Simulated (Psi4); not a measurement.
C4H8ClFSi (SMILES C=C[Si](F)(Cl)CC), singlet, at a GFN2-xTB geometry, atoms displaced at random by about 0.08 Å a coordinate; PBE/STO-3G, gradient run with Psi4.

Psi4 was given this input:
```
memory 2 GB

molecule mol {
0 1
  C    -2.759445   -0.695571   -0.793422
  C    -1.878656   -0.850476   -0.000328
  Si   -0.196007   -0.057684   -0.047588
  F    -0.192502    1.049702   -1.412621
  Cl    0.443089    1.200663    1.527113
  C     1.384541   -1.322407   -0.339757
  C     2.667674   -0.545527   -0.602090
  H    -2.926725    0.008185   -1.687542
  H    -3.716835   -1.193869   -0.469661
  H    -1.899318   -1.406275    1.132771
  H     1.197826   -1.697317   -1.313570
  H     1.333574   -1.959642    0.410743
  H     2.986543   -0.177515    0.312095
  H     3.492644   -1.283842   -0.667799
  H     2.683068    0.161658   -1.370443
symmetry c1
no_reorient
no_com
}

set basis sto-3g
set reference rks

gradient('pbe')
print_variables()
```

It wrote (shortened):

```
gradient() will perform analytic gradient computation.

   => Loading Basis Set <=

    Name: STO-3G
    Role: ORBITAL
    Keyword: BASIS

         ---------------------------------------------------------
                                   SCF
               by Justin Turney, Rob Parrish, Andy Simmonett
                          and Daniel G. A. Smith
                              RKS Reference
         ---------------------------------------------------------

  ==> Geometry <==

    Molecular point group: c1
    Full point group: C1

    Geometry (in Angstrom), charge = 0, multiplicity = 1:

       Center              X                  Y                   Z               Mass
    ------------   -----------------  -----------------  -----------------  -----------------
         C           -2.759445000000    -0.695571000000    -0.793422000000    12.000000000000
         C           -1.878656000000    -0.850476000000    -0.000328000000    12.000000000000
         SI          -0.196007000000    -0.057684000000    -0.047588000000    27.976926534650
         F           -0.192502000000     1.049702000000    -1.412621000000    18.998403162730
         CL           0.443089000000     1.200663000000     1.527113000000    34.968852682000
         C            1.384541000000    -1.322407000000    -0.339757000000    12.000000000000
         C            2.667674000000    -0.545527000000    -0.602090000000    12.000000000000
         H           -2.926725000000     0.008185000000    -1.687542000000     1.007825032230
         H           -3.716835000000    -1.193869000000    -0.469661000000     1.007825032230
         H           -1.899318000000    -1.406275000000     1.132771000000     1.007825032230
         H            1.197826000000    -1.697317000000    -1.313570000000     1.007825032230
         H            1.333574000000    -1.959642000000     0.410743000000     1.007825032230
         H            2.986543000000    -0.177515000000     0.312095000000     1.007825032230
         H            3.492644000000    -1.283842000000    -0.667799000000     1.007825032230
         H            2.683068000000     0.161658000000    -1.370443000000     1.007825032230

  Running in c1 symmetry.

  Rotational constants: A =      0.06589  B =      0.04270  C =      0.03408 [cm^-1]
  Rotational constants: A =   1975.23939  B =   1280.04074  C =   1021.56349 [MHz]
  Nuclear repulsion =  443.171924977430592

  Charge       = 0
  Multiplicity = 1
  Electrons    = 72
  Nalpha       = 36
  Nbeta        = 36

  ==> Algorithm <==

  SCF Algorithm Type is DF.
  DIIS enabled.
  MOM disabled.
  Fractional occupation disabled.
  Guess Type is SAD.
  Energy threshold   = 1.00e-08
  Density threshold  = 1.00e-08
  Integral threshold = 1.00e-12

  ==> Primary Basis <==

  Basis Set: STO-3G
    Blend: STO-3G
    Number of shells: 33
    Number of basis functions: 51
    Number of Cartesian functions: 51
    Spherical Harmonics?: true
    Max angular momentum: 1

  ==> DFT Potential <==

   => LibXC <=

    Version 7.1.2
    S. Lehtola, C. Steigemann, M. J. T. Oliveira, and M. A. L. Marques,  SoftwareX 7, 1–5 (2018) (10.1016/j.softx.2017.11.002)

   => Composite Functional: PBE <=

    PBE GGA Exchange-Correlation Functional

    J.P. Perdew et. al., Phys. Rev. Lett., 77(18), 3865-3868, 1996

    Deriv               =              1
    GGA                 =           TRUE
    Meta                =          FALSE

    Exchange Hybrid     =          FALSE
    MP2 Hybrid          =          FALSE

   => Exchange Functionals <=

    1.0000     XC_GGA_X_PBE

   => Correlation Functionals <=

    1.0000     XC_GGA_C_PBE

   => LibXC Density Thresholds  <==

    XC_GGA_C_PBE:  1.00E-12
    XC_GGA_X_PBE:  1.00E-15

   => Molecular Quadrature <=

    Radial Scheme          =       TREUTLER
    Pruning Scheme         =           NONE
    Nuclear Scheme         =       TREUTLER

    Blocking Scheme        =         OCTREE
    BS radius alpha        =              1
    Pruning alpha          =              1
    Radial Points          =             75
    Spherical Points       =            302
    Total Points           =         315709
    Total Blocks           =           2394
    Max Points             =            256
    Max Functions          =             46
    Weights Tolerance      =       1.00E-15

   => Loading Basis Set <=

    Name: (STO-3G AUX)
    Role: JKFIT
    Keyword: DF_BASIS_SCF

  ==> Integral Setup <==

  SCF_SUBTYPE=INCORE selected. In-core MEM_DF algorithm will be used.
  Using in-core AOs.

  ==> MemDFJK: Density-Fitted J/K Matrices <==

    J tasked:                   Yes
    K tasked:                    No
    wK tasked:                   No
    Algorithm:                 Core
    Schwarz Cutoff:           1E-12
    Mask sparsity (%):       3.9216
    Fitting Condition:        1E-10

   => Auxiliary Basis Set <=

  Basis Set: (STO-3G AUX)
    Blend: DEF2-UNIVERSAL-JKFIT
    Number of shells: 249
    Number of basis functions: 777
    Number of Cartesian functions: 919
    Spherical Harmonics?: true
    Max angular momentum: 4

  Minimum eigenvalue in the overlap matrix is 1.3184983618E-01.
  Reciprocal condition number of the overlap matrix is 5.2598392081E-02.
    Using symmetric orthogonalization.

  ==> Pre-Iterations <==

  SCF Guess: Superposition of Atomic Densities via on-the-fly atomic UHF (no occupation information).

   -------------------------
    Irrep   Nso     Nmo
   -------------------------
     A         51      51
   -------------------------
    Total      51      51
   -------------------------

  ==> Iterations <==

                           Total Energy        Delta E     RMS |[F,P]|

   @DF-RKS iter SAD:  -991.71276335354048   -9.91713e+02   0.00000e+00
   @DF-RKS iter   1:  -994.24788824726897   -2.53512e+00   6.61439e-03 ADIIS/DIIS
   @DF-RKS iter   2:  -993.94202002941211    3.05868e-01   1.57443e-02 ADIIS/DIIS
[...]
  @DF-RKS Final Energy:  -994.34907097158100
    Total Energy =                       -994.3490709715809999
[...]
 Dipole Y            :         -2.8401228            1.9247050           -0.9154178
 Dipole Z            :          2.3055034           -2.8079214           -0.5024180
 Magnitude           :                                                    1.1551302

 ------------------------------------------------------------------------------------

         ------------------------------------------------------------
                                   SCF GRAD
                          Rob Parrish, Justin Turney,
                       Andy Simmonett, and Alex Sokolov
         ------------------------------------------------------------

  ==> Geometry <==

    Molecular point group: c1
    Full point group: C1

    Geometry (in Angstrom), charge = 0, multiplicity = 1:

       Center              X                  Y                   Z               Mass
    ------------   -----------------  -----------------  -----------------  -----------------
         C           -2.759445000000    -0.695571000000    -0.793422000000    12.000000000000
         C           -1.878656000000    -0.850476000000    -0.000328000000    12.000000000000
         SI          -0.196007000000    -0.057684000000    -0.047588000000    27.976926534650
         F           -0.192502000000     1.049702000000    -1.412621000000    18.998403162730
         CL           0.443089000000     1.200663000000     1.527113000000    34.968852682000
         C            1.384541000000    -1.322407000000    -0.339757000000    12.000000000000
         C            2.667674000000    -0.545527000000    -0.602090000000    12.000000000000
         H           -2.926725000000     0.008185000000    -1.687542000000     1.007825032230
         H           -3.716835000000    -1.193869000000    -0.469661000000     1.007825032230
         H           -1.899318000000    -1.406275000000     1.132771000000     1.007825032230
         H            1.197826000000    -1.697317000000    -1.313570000000     1.007825032230
         H            1.333574000000    -1.959642000000     0.410743000000     1.007825032230
         H            2.986543000000    -0.177515000000     0.312095000000     1.007825032230
         H            3.492644000000    -1.283842000000    -0.667799000000     1.007825032230
         H            2.683068000000     0.161658000000    -1.370443000000     1.007825032230

  Nuclear repulsion =  443.171924977430592

  ==> Basis Set <==

  Basis Set: STO-3G
    Blend: STO-3G
    Number of shells: 33
    Number of basis functions: 51
    Number of Cartesian functions: 51
    Spherical Harmonics?: true
    Max angular momentum: 1

  ==> DFJKGrad: Density-Fitted SCF Gradients <==

    Gradient:                    1
    J tasked:                  Yes
    K tasked:                   No
    wK tasked:                  No
    Integrals threads:           1
    Schwarz Cutoff:          1E-12
    Fitting Condition:       1E-10

   => Auxiliary Basis Set <=

  Basis Set: (STO-3G AUX)
    Blend: DEF2-UNIVERSAL-JKFIT
    Number of shells: 249
    Number of basis functions: 777
    Number of Cartesian functions: 919
    Spherical Harmonics?: true
    Max angular momentum: 4

  ==> DFT Potential <==

   => LibXC <=

    Version 7.1.2
    S. Lehtola, C. Steigemann, M. J. T. Oliveira, and M. A. L. Marques,  SoftwareX 7, 1–5 (2018) (10.1016/j.softx.2017.11.002)

   => Composite Functional: PBE <=

    PBE GGA Exchange-Correlation Functional

    J.P. Perdew et. al., Phys. Rev. Lett., 77(18), 3865-3868, 1996

    Deriv               =              1
    GGA                 =           TRUE
    Meta                =          FALSE

    Exchange Hybrid     =          FALSE
    MP2 Hybrid          =          FALSE

   => Exchange Functionals <=

    1.0000     XC_GGA_X_PBE

   => Correlation Functionals <=

    1.0000     XC_GGA_C_PBE

   => LibXC Density Thresholds  <==

    XC_GGA_C_PBE:  1.00E-12
    XC_GGA_X_PBE:  1.00E-15

   => Molecular Quadrature <=

    Radial Scheme          =       TREUTLER
    Pruning Scheme         =           NONE
    Nuclear Scheme         =       TREUTLER

    Blocking Scheme        =         OCTREE
    BS radius alpha        =              1
    Pruning alpha          =              1
    Radial Points          =             75
    Spherical Points       =            302
    Total Points           =         315709
    Total Blocks           =           2394
    Max Points             =            256
    Max Functions          =             46
    Weights Tolerance      =       1.00E-15

  -Total Gradient:
     Atom            X                  Y                   Z
    ------   -----------------  -----------------  -----------------
       1        0.255523259561    -0.031606386628     0.167888618309
       2       -0.239889217269     0.043258371608    -0.261935519020
       3       -0.053983403847    -0.024573278656     0.079481185235
       4        0.001888823095     0.036003480071    -0.041873757704
       5        0.005672456405    -0.001593766584    -0.012992301519
       6        0.050802352575    -0.133196111152     0.088234768718
       7       -0.023087962972     0.073051087568    -0.044476916272
       8       -0.019829064384     0.022338265585    -0.019636020989
       9       -0.000003839590    -0.006124225379     0.019396892775
      10        0.016736718454    -0.020308450285     0.075838655716
      11        0.021326587280     0.036083737910     0.024419292889
      12       -0.009930836077     0.085115885568    -0.086618153116
      13       -0.010937039345    -0.051119651274    -0.053034006849
      14        0.001530467656     0.004200024381     0.027432361900
      15        0.004244147872    -0.031511401194     0.037724108074

  Variable Map:
  ----------------------------------------------------------------------------
[...]
  Array Variable Map:
  ----------------------------------------------------------------------------
[...]
[...]
```
